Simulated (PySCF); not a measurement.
Simulation results for GeH3NO, BGeH5NO, GeH4NOSi, Cl2GeH2N and others

Calculation on a computer-drawn molecule: the log of a Hartree-Fock and frozen-core CCSD(T) single point meant for a local Hartree-Fock minimum, with one planted fault or none, to be diagnosed. Offsets are logged minus clean, where the clean run is the same molecule without the fault. The reference is restricted for singlets and unrestricted otherwise, and also for a bond in bohr or an excited solution. Adding or removing an electron swaps singlet and doublet. The excited solution moves the top pair (singlet) or top alpha electron (doublet) to the lowest empty orbital. Highest occupied and lowest empty are orbital energies over both spins, largest force is the largest gradient component, triples share is (T) over the correlation energy, the T1 limit is 0.02 restricted and 0.045 unrestricted, electrons count all cores, a negative frequency is imaginary (commonest isotopes), and the dipole is about the centre of nuclear charge; on germanium a core potential holds 10 electrons, which the energies leave out, and 3d is frozen in MP2 and coupled-cluster steps. Program: PySCF 2.14.0.

Common to all runs: meant charge 0; meant basis and core potential on germanium cc-pVDZ-PP ECP10MDF; logged SCF converged yes; logged CC converged yes; logged SCF stable within its kind yes; possible faults no fault, one electron removed, one electron added, multiplicity raised by two, geometry at a saddle point, SCF held on an excited solution, minimal basis STO-3G, one bond length entered in bohr, all coordinates scaled.

(1) 
```xyz
6
formula=GeH3NO meant_multiplicity=1 meant_basis=cc-pVDZ logged_electrons=49 logged_basis_functions=66 logged_spin_squared=0.7575 logged_highest_occupied=-17.885 logged_lowest_empty=-5.58 logged_largest_force=0.10774 logged_T1_diagnostic=0.021831 logged_D1_diagnostic=0.071229 logged_triples_share=0.026128 logged_dipole_magnitude=2.4914 logged_energy_HF=-424.11743 logged_energy_CCSD(T)=-424.54781 planted_fault=one_electron_removed HF_energy_offset_from_clean_run=181.3 CCSD(T)_energy_offset_from_clean_run=218.9
N     -0.7602     1.1703     0.8563
Ge    -0.7032    -0.5700     1.1914
O      0.4312    -1.5707     0.6149
H     -0.0772     1.6244     0.2818
H     -1.4638     1.7839     1.2162
H     -1.8848    -0.9071     2.0889
```

Units: logged_highest_occupied, logged_lowest_empty in eV; logged_largest_force in hartree/bohr; logged_dipole_magnitude in debye; logged_energy_HF, logged_energy_CCSD(T) in hartree; HF_energy_offset_from_clean_run, CCSD(T)_energy_offset_from_clean_run in kcal/mol.

Drawn bonds:
```
atom  other atom  order
   1           2      1
   2           3      2
   1           4      1
   1           5      1
   2           6      1
```

(2) 
```xyz
9
formula=BGeH5NO meant_multiplicity=2 meant_basis=cc-pVDZ logged_electrons=57 logged_basis_functions=90 logged_spin_squared=3.772 logged_highest_occupied=-5.1445 logged_lowest_empty=-1.7055 logged_largest_force=0.052773 logged_T1_diagnostic=0.027977 logged_D1_diagnostic=0.15225 logged_triples_share=0.027573 logged_dipole_magnitude=1.7732 logged_energy_HF=-450.12086 logged_energy_CCSD(T)=-450.69149 planted_fault=multiplicity_raised_by_two HF_energy_offset_from_clean_run=120.1 CCSD(T)_energy_offset_from_clean_run=125.3
N      0.1418     1.5001     3.0721
Ge     1.0279     1.5900     1.4502
B      0.5483     3.3183     0.4053
O      0.7514     3.3422    -0.9279
H      0.3329     2.2581     3.7045
H      0.2583     0.6369     3.5740
H      0.7356     0.2536     0.7448
H      0.1854     4.3091     0.9888
H      0.5739     4.1804    -1.3292
```

Units: logged_highest_occupied, logged_lowest_empty in eV; logged_largest_force in hartree/bohr; logged_dipole_magnitude in debye; logged_energy_HF, logged_energy_CCSD(T) in hartree; HF_energy_offset_from_clean_run, CCSD(T)_energy_offset_from_clean_run in kcal/mol.

Drawn bonds:
```
atom  other atom  order
   1           2      1
   2           3      1
   3           4      1
   1           5      1
   1           6      1
   2           7      1
   3           8      1
   4           9      1
```

(3) 
```xyz
8
formula=GeH4NOSi meant_multiplicity=2 meant_basis=cc-pV(D+d)Z logged_electrons=64 logged_basis_functions=94 logged_spin_squared=0 logged_highest_occupied=-15.497 logged_lowest_empty=-7.7598 logged_largest_force=0.044268 logged_T1_diagnostic=0.049822 logged_D1_diagnostic=0.21714 logged_triples_share=0.044245 logged_dipole_magnitude=10.528 logged_energy_HF=-713.5829 logged_energy_CCSD(T)=-714.18104 planted_fault=one_electron_removed HF_energy_offset_from_clean_run=200.4 CCSD(T)_energy_offset_from_clean_run=193.9
N     -0.1103    -0.2331    -0.6401
Ge    -0.6059     0.5234     0.8981
O     -2.1677     0.6480     1.3228
Si     1.2768     1.4184     2.0503
H     -0.7837    -0.6844    -1.2302
H      0.8375    -0.4475    -0.8795
H      2.5322     0.7122     1.7106
H      1.0640     1.4939     3.5084
```

Units: logged_highest_occupied, logged_lowest_empty in eV; logged_largest_force in hartree/bohr; logged_dipole_magnitude in debye; logged_energy_HF, logged_energy_CCSD(T) in hartree; HF_energy_offset_from_clean_run, CCSD(T)_energy_offset_from_clean_run in kcal/mol.

Drawn bonds:
```
atom  other atom  order
   1           2      1
   2           3      2
   2           4      1
   1           5      1
   1           6      1
   4           7      1
   4           8      1
```

Notes: T1 above single-reference limit.

(4) 
```xyz
6
formula=Cl2GeH2N meant_multiplicity=2 meant_basis=cc-pV(D+d)Z logged_electrons=74 logged_basis_functions=93 logged_spin_squared=0 logged_highest_occupied=-17.887 logged_lowest_empty=-7.7224 logged_largest_force=0.069136 logged_T1_diagnostic=0.020623 logged_D1_diagnostic=0.089134 logged_triples_share=0.034403 logged_dipole_magnitude=5.0907 logged_energy_HF=-1267.763 logged_energy_CCSD(T)=-1268.35605 planted_fault=one_electron_removed HF_energy_offset_from_clean_run=201.7 CCSD(T)_energy_offset_from_clean_run=189.8
N     -0.2744     1.5129     0.3875
Ge    -0.8975     2.8729    -0.6540
Cl    -2.1097     1.9473    -2.2010
Cl    -2.1559     4.0926     0.6300
H      0.2260     1.8015     1.2117
H      0.2505     0.8068    -0.1013
```

Units: logged_highest_occupied, logged_lowest_empty in eV; logged_largest_force in hartree/bohr; logged_dipole_magnitude in debye; logged_energy_HF, logged_energy_CCSD(T) in hartree; HF_energy_offset_from_clean_run, CCSD(T)_energy_offset_from_clean_run in kcal/mol.

Drawn bonds:
```
atom  other atom  order
   1           2      1
   2           3      1
   2           4      1
   1           5      1
   1           6      1
```

Notes: T1 above single-reference limit.

(5) 
```xyz
7
formula=ClGeH3NO meant_multiplicity=2 meant_basis=cc-pV(D+d)Z logged_electrons=67 logged_basis_functions=89 logged_spin_squared=0.7595 logged_highest_occupied=-9.0598 logged_lowest_empty=1.1628 logged_largest_force=0.036394 logged_T1_diagnostic=0.014051 logged_D1_diagnostic=0.066172 logged_triples_share=0.023545 logged_dipole_magnitude=2.3232 logged_energy_HF=-883.99445 logged_energy_CCSD(T)=-884.60706 planted_fault=all_coordinates_scaled,by_-3.4_% HF_energy_offset_from_clean_run=5.924 CCSD(T)_energy_offset_from_clean_run=10.65
N     -0.2770     1.8631    -1.5291
Ge    -1.6757     2.6102    -0.7615
O     -2.9936     1.7015    -1.3588
Cl    -1.5606     2.3198     1.3359
H     -0.4525     1.5643    -2.4381
H      0.5453     2.3788    -1.5079
H     -3.7134     1.6325    -0.7977
```

Units: logged_highest_occupied, logged_lowest_empty in eV; logged_largest_force in hartree/bohr; logged_dipole_magnitude in debye; logged_energy_HF, logged_energy_CCSD(T) in hartree; HF_energy_offset_from_clean_run, CCSD(T)_energy_offset_from_clean_run in kcal/mol.

Drawn bonds:
```
atom  other atom  order
   1           2      1
   2           3      1
   2           4      1
   1           5      1
   1           6      1
   3           7      1
```

(6) 
```xyz
7
formula=ClGeH3NO meant_multiplicity=2 meant_basis=cc-pV(D+d)Z logged_electrons=67 logged_basis_functions=89 logged_spin_squared=0.7641 logged_highest_occupied=-9.3822 logged_lowest_empty=0.73655 logged_largest_force=1.082e-05 logged_lowest_frequency=97.212 logged_T1_diagnostic=0.015474 logged_D1_diagnostic=0.073105 logged_triples_share=0.024863 logged_dipole_magnitude=2.6335 logged_energy_HF=-884.00389 logged_energy_CCSD(T)=-884.62402 planted_fault=no_fault HF_energy_offset_from_clean_run=0 CCSD(T)_energy_offset_from_clean_run=0
N     -0.2868     1.9287    -1.5829
Ge    -1.7347     2.7021    -0.7883
O     -3.0989     1.7614    -1.4066
Cl    -1.6155     2.4015     1.3829
H     -0.4684     1.6193    -2.5239
H      0.5645     2.4626    -1.5610
H     -3.8441     1.6899    -0.8258
```

Units: logged_highest_occupied, logged_lowest_empty in eV; logged_largest_force in hartree/bohr; logged_lowest_frequency in cm⁻¹; logged_dipole_magnitude in debye; logged_energy_HF, logged_energy_CCSD(T) in hartree; HF_energy_offset_from_clean_run, CCSD(T)_energy_offset_from_clean_run in kcal/mol.

Drawn bonds:
```
atom  other atom  order
   1           2      1
   2           3      1
   2           4      1
   1           5      1
   1           6      1
   3           7      1
```

(7) 
```xyz
6
formula=GeH3NO meant_multiplicity=1 meant_basis=cc-pVDZ logged_electrons=51 logged_basis_functions=66 logged_spin_squared=0.7668 logged_highest_occupied=1.0466 logged_lowest_empty=9.5181 logged_largest_force=0.052278 logged_T1_diagnostic=0.01414 logged_D1_diagnostic=0.052898 logged_triples_share=0.022638 logged_dipole_magnitude=3.3442 logged_energy_HF=-424.41815 logged_energy_CCSD(T)=-424.89342 planted_fault=one_electron_added HF_energy_offset_from_clean_run=37.78 CCSD(T)_energy_offset_from_clean_run=38.95
N      0.8995     1.1346     0.0028
Ge     1.7981     1.0074     1.5837
O      2.4739    -0.6374     1.3921
H      0.3806     1.9576    -0.2418
H      0.8442     0.4397    -0.7202
H      2.2855    -1.1250     0.6023
```

Units: logged_highest_occupied, logged_lowest_empty in eV; logged_largest_force in hartree/bohr; logged_dipole_magnitude in debye; logged_energy_HF, logged_energy_CCSD(T) in hartree; HF_energy_offset_from_clean_run, CCSD(T)_energy_offset_from_clean_run in kcal/mol.

Drawn bonds:
```
atom  other atom  order
   1           2      1
   2           3      1
   1           4      1
   1           5      1
   3           6      1
```

Notes: highest electron not bound in this basis.

(8) 
```xyz
6
formula=GeH3NO meant_multiplicity=1 meant_basis=cc-pVDZ logged_electrons=50 logged_basis_functions=66 logged_spin_squared=0 logged_highest_occupied=-9.833 logged_lowest_empty=2.198 logged_largest_force=1.582e-05 logged_lowest_frequency=280.62 logged_T1_diagnostic=0.017225 logged_D1_diagnostic=0.061143 logged_triples_share=0.025956 logged_dipole_magnitude=2.7175 logged_energy_HF=-424.47836 logged_energy_CCSD(T)=-424.95549 planted_fault=no_fault HF_energy_offset_from_clean_run=0 CCSD(T)_energy_offset_from_clean_run=0
N      0.8995     1.1346     0.0028
Ge     1.7981     1.0074     1.5837
O      2.4739    -0.6374     1.3921
H      0.3806     1.9576    -0.2418
H      0.8442     0.4397    -0.7202
H      2.2855    -1.1250     0.6023
```

Units: logged_highest_occupied, logged_lowest_empty in eV; logged_largest_force in hartree/bohr; logged_lowest_frequency in cm⁻¹; logged_dipole_magnitude in debye; logged_energy_HF, logged_energy_CCSD(T) in hartree; HF_energy_offset_from_clean_run, CCSD(T)_energy_offset_from_clean_run in kcal/mol.

Drawn bonds:
```
atom  other atom  order
   1           2      1
   2           3      1
   1           4      1
   1           5      1
   3           6      1
```

(9) 
```xyz
9
formula=GeH5NOSi meant_multiplicity=1 meant_basis=cc-pV(D+d)Z logged_electrons=66 logged_basis_functions=99 logged_spin_squared=0.9904 logged_highest_occupied=-8.5245 logged_lowest_empty=1.7794 logged_largest_force=0.0084797 logged_T1_diagnostic=0.044479 logged_D1_diagnostic=0.27601 logged_triples_share=0.027726 logged_dipole_magnitude=3.1285 logged_energy_HF=-714.47577 logged_energy_CCSD(T)=-715.04183 planted_fault=one_bond_length_entered_in_bohr,row_3_of_the_drawn_bonds HF_energy_offset_from_clean_run=92.75 CCSD(T)_energy_offset_from_clean_run=109.8
N      0.5934     0.8688     0.2269
Ge     2.0297     0.3104    -0.7291
O      1.2344    -1.0347    -1.6198
Si    -1.1064    -2.8700    -2.4189
H      0.6501     1.6380     0.8683
H     -0.3288     0.4736     0.1936
H     -1.3763    -2.7587    -3.8701
H     -0.7884    -4.2798    -2.0985
H     -2.3485    -2.5024    -1.6911
```

Units: logged_highest_occupied, logged_lowest_empty in eV; logged_largest_force in hartree/bohr; logged_dipole_magnitude in debye; logged_energy_HF, logged_energy_CCSD(T) in hartree; HF_energy_offset_from_clean_run, CCSD(T)_energy_offset_from_clean_run in kcal/mol.

Drawn bonds:
```
atom  other atom  order
   1           2      1
   2           3      1
   3           4      1
   1           5      1
   1           6      1
   4           7      1
   4           8      1
   4           9      1
```

(10) 
```xyz
7
formula=AlGeH3N2 meant_multiplicity=1 meant_basis=cc-pV(D+d)Z logged_electrons=63 logged_basis_functions=89 logged_spin_squared=0.7634 logged_highest_occupied=-1.0303 logged_lowest_empty=6.545 logged_largest_force=0.033523 logged_T1_diagnostic=0.024124 logged_D1_diagnostic=0.071575 logged_triples_share=0.036338 logged_dipole_magnitude=3.6704 logged_energy_HF=-645.9204 logged_energy_CCSD(T)=-646.4561 planted_fault=one_electron_added HF_energy_offset_from_clean_run=-7.445 CCSD(T)_energy_offset_from_clean_run=-7.441
N     -1.8574    -1.2192     1.9503
Al    -1.2048    -0.5231     0.6609
Ge    -0.1619     0.6465    -1.4414
N      1.0939    -0.6197    -1.7512
H     -2.2580    -1.6516     2.7473
H      1.7255    -0.5114    -2.5247
H      1.2789    -1.4658    -1.2479
```

Units: logged_highest_occupied, logged_lowest_empty in eV; logged_largest_force in hartree/bohr; logged_dipole_magnitude in debye; logged_energy_HF, logged_energy_CCSD(T) in hartree; HF_energy_offset_from_clean_run, CCSD(T)_energy_offset_from_clean_run in kcal/mol.

Drawn bonds:
```
atom  other atom  order
   1           2      2
   2           3      1
   3           4      1
   1           5      1
   4           6      1
   4           7      1
```
